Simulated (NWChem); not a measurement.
System meant: BI2F; SMILES FB(I)I

Input file for NWChem:

```
start job
memory heap 200 mb stack 900 mb global 1100 mb
geometry units angstroms noautoz
  B      0.793657    -0.002412     0.000000
  F      2.102422    -0.000065     0.000000
  I     -0.226643    -0.000859    -1.863757
  I     -0.226643    -0.000859     1.863757
end
basis spherical
  * library def2-svp
end
dft
  xc pbe0
  iterations 150
  mulliken
end
task dft energy
```

End of the output:

```
             Grid Information
             ----------------
          Grid used for XC integration:  medium
          Radial quadrature: Mura-Knowles
          Angular quadrature: Lebedev.
          Tag              B.-S. Rad. Rad. Pts. Rad. Cut. Ang. Pts.
          ---              ---------- --------- --------- ---------
          B                   0.85       49           8.0       434
          F                   0.50       49           9.0       434
          I                   1.40      123          11.0       590
          Grid pruning is: on
          Number of quadrature shells:   221
          Spatial weights used:  Erf1

          Convergence Information
          -----------------------
          Convergence aids based upon iterative change in
          total energy or number of iterations.
          Levelshifting, if invoked, occurs when the
          HOMO/LUMO gap drops below (HL_TOL):  1.00D-02
          DIIS, if invoked, will attempt to extrapolate
          using up to (NFOCK): 10 stored Fock matrices.

                    Damping( 0%)  Levelshifting(0.5)       DIIS
                  --------------- ------------------- ---------------
          dE  on:    start            ASAP                start
          dE off:    2 iters        150 iters           150 iters

      Screening Tolerance Information
      -------------------------------
          Density screening/tol_rho:  1.00D-10
          AO Gaussian exp screening on grid/accAOfunc:  14
          CD Gaussian exp screening on grid/accCDfunc:  20
          XC Gaussian exp screening on grid/accXCfunc:  20
          Schwarz screening/accCoul:  1.00D-08

      Superposition of Atomic Density Guess
      -------------------------------------

      charge =      53.0 I (Iodine)

      symmetry species            s     p     d     f
      number of basis functions =10     7     6
      number of cont. functions = 4     4     2
      number of closed shells   = 5     3     2
      number of open shells     = 0     1     0
      open shell occupation     = 0     5     0
 ------------------------------------------------------------------------
 atomscf:atomd: error in atom scf                   0
 ------------------------------------------------------------------------
 ------------------------------------------------------------------------
  current input line :
    17: task dft energy
 ------------------------------------------------------------------------
 ------------------------------------------------------------------------
 This error has not yet been assigned to a category
 ------------------------------------------------------------------------
 For more information see the NWChem manual at https://nwchemgit.github.io

0:atomscf:atomd: error in atom scf:Received an Error in Communication
```

### Question
Can this run be used? If not, why, and what is the fix?

### Answer
The program stopped with an error. Cause: the def2 basis of a heavy element holds valence functions alone and wants its effective core potential (without it all electrons must fit into that basis). This input runs:
```
start job
memory heap 200 mb stack 900 mb global 1100 mb
geometry units angstroms noautoz
  B      0.793657    -0.002412     0.000000
  F      2.102422    -0.000065     0.000000
  I     -0.226643    -0.000859    -1.863757
  I     -0.226643    -0.000859     1.863757
end
basis spherical
  * library def2-svp
end
ecp
  I library def2-ecp
end
dft
  xc pbe0
  iterations 150
  mulliken
end
task dft energy
```
It converges to -720.00348 Ha (PBE0/def2-SVP with def2 effective core potentials on I).
